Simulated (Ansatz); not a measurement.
C₁₆H₁₀⁺, that is pyrene with one electron fewer. Total charge 1; doublet. Geometry r2SCAN-D4/def2-SVP; atoms count from 1.

```
atom    x (Å)    y (Å)    z (Å)
  C1   1.8486  -0.6145  -2.9607
  C2   1.5334   0.6946  -2.5951
  C3   0.7914   0.9675  -1.4099
  C4   0.4598   2.2905  -1.0192
  C5  -0.2645   2.5312   0.1404
  C6  -0.6931   1.4609   0.9673
  C7  -1.4374   1.6819   2.1619
  C8  -1.8492   0.6144   2.9604
  C9  -1.5336  -0.6946   2.5950
 C10  -0.7913  -0.9675   1.4099
 C11  -0.4596  -2.2905   1.0193
 C12   0.2646  -2.5312  -0.1404
 C13   0.6932  -1.4609  -0.9672
 C14   1.4372  -1.6819  -2.1620
 C15   0.3697  -0.1229  -0.5920
 C16  -0.3697   0.1229   0.5920
 H17   2.4191  -0.8038  -3.8730
 H18   1.8559   1.5317  -3.2212
 H19   0.7824   3.1277  -1.6449
 H20  -0.5113   3.5576   0.4267
 H21  -1.6847   2.7084   2.4481
 H22  -2.4186   0.8039   3.8734
 H23  -1.8562  -1.5317   3.2210
 H24  -0.7819  -3.1276   1.6452
 H25   0.5118  -3.5576  -0.4264
 H26   1.6843  -2.7084  -2.4484
```

**Question.** Estimate the Mulliken populations from the PBE0/def2-SVP orbitals of Ansatz.

**Answer.** 
| atom | charge (e) | spin (α − β) |
| --- | --- | --- |
| C1 | 0.01 | -0.14 |
| C2 | 0.04 | 0.28 |
| C3 | -0.01 | -0.04 |
| C4 | 0.02 | 0.10 |
| C5 | 0.02 | 0.10 |
| C6 | -0.01 | -0.04 |
| C7 | 0.04 | 0.28 |
| C8 | 0.01 | -0.14 |
| C9 | 0.04 | 0.28 |
| C10 | -0.01 | -0.04 |
| C11 | 0.02 | 0.10 |
| C12 | 0.02 | 0.10 |
| C13 | -0.01 | -0.04 |
| C14 | 0.04 | 0.28 |
| C15 | 0.05 | -0.01 |
| C16 | 0.05 | -0.01 |
| H17 | 0.08 | 0.00 |
| H18 | 0.07 | -0.01 |
| H19 | 0.06 | 0.00 |
| H20 | 0.06 | 0.00 |
| H21 | 0.07 | -0.01 |
| H22 | 0.08 | 0.00 |
| H23 | 0.07 | -0.01 |
| H24 | 0.06 | 0.00 |
| H25 | 0.06 | 0.00 |
| H26 | 0.07 | -0.01 |
Mulliken values depend strongly on the basis.

**Question.** Where does the spin sit?

**Answer.** Summed by element: C 1.06, H -0.06, of 1 unpaired in all. Largest on single atoms: C2 0.28, C7 0.28, C9 0.28.

**Question.** And the Mayer bond orders between heavy atoms (over 0.3)?

**Answer.** C1–C2 1.38 (1.40 Å); C1–C14 1.38 (1.40 Å); C2–C3 1.23 (1.42 Å); C3–C4 1.25 (1.42 Å); C3–C15 1.24 (1.43 Å); C4–C5 1.43 (1.39 Å); C5–C6 1.25 (1.42 Å); C6–C7 1.23 (1.42 Å); C6–C16 1.24 (1.43 Å); C7–C8 1.38 (1.40 Å); C8–C9 1.38 (1.40 Å); C9–C10 1.23 (1.42 Å); C10–C11 1.25 (1.42 Å); C10–C16 1.24 (1.43 Å); C11–C12 1.43 (1.39 Å); C12–C13 1.25 (1.42 Å); C13–C14 1.23 (1.42 Å); C13–C15 1.24 (1.43 Å); C15–C16 1.29 (1.42 Å).
